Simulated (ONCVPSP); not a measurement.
**Hf (Z = 72), ONCV: configuration errors across variants**

* Element: hafnium (Hf)
* Generator: ONCVPSP 4.0.1
* Type: optimised norm-conserving Vanderbilt (ONCV)
* Functional: PBE
* Relativity: scalar-relativistic
* Frozen core: [Kr] 4d10 4f14
* Valence charge: 12
* Reference configuration: 5s2 5p6 5d2 6s2
* Partial waves: 5s+6s: rc 1.85 bohr, ncon 4, nbas 9, qcut 8.5 1/bohr, 2 projectors; 5p: rc 1.90 bohr, ncon 4, nbas 9, qcut 6.2 1/bohr, 2 projectors, debl 1.7 Ha; 5d: rc 3.20 bohr, ncon 4, nbas 9, qcut 5 1/bohr, 2 projectors, debl 1.1 Ha
* Local potential: polynomial inside 1.55 bohr (lpopt 5, dvloc0 4 Ha)
* Core correction: none

All-electron excitation energies from the reference (eV): (1) 5s2 5p6 5d2 6s1 7.977; (2) 5s2 5p6 5d2 6s0 22.157; (3) 5s2 5p6 5d1 6s2 6p1 1.962.

2 further variants failed, have other tests or too few solved ones, and are left out.

Errors AE − PS in meV (a dash: test not solved or not reliable):

| change | (1) | (2) | (3) | bound ghosts | GHOST(+) flags above zero |
| --- | --- | --- | --- | --- | --- |
| base | +0.9 | +13 | +29 | none | none |
| s: qcut 6.3; p: qcut 4.6; d: qcut 3.7 | +0.2 | -5.5 | +71 | none | none |
| core correction Teter function, fcfact 5.25, rcfact 1.75 | -11 | -79 | -0.9 | none | none |
| local potential polynomial inside 1.55 bohr (lpopt 5, dvloc0 2.5 Ha) | +1.6 | +16 | +29 | none | none |
| p: ncon 3, nbas 8 | +0.9 | +13 | +29 | none | none |

Q: Give the same row for: p: rc 1.78.

A: +0.9, +13, +28; bound ghosts: none; GHOST(+) flags above zero: none.
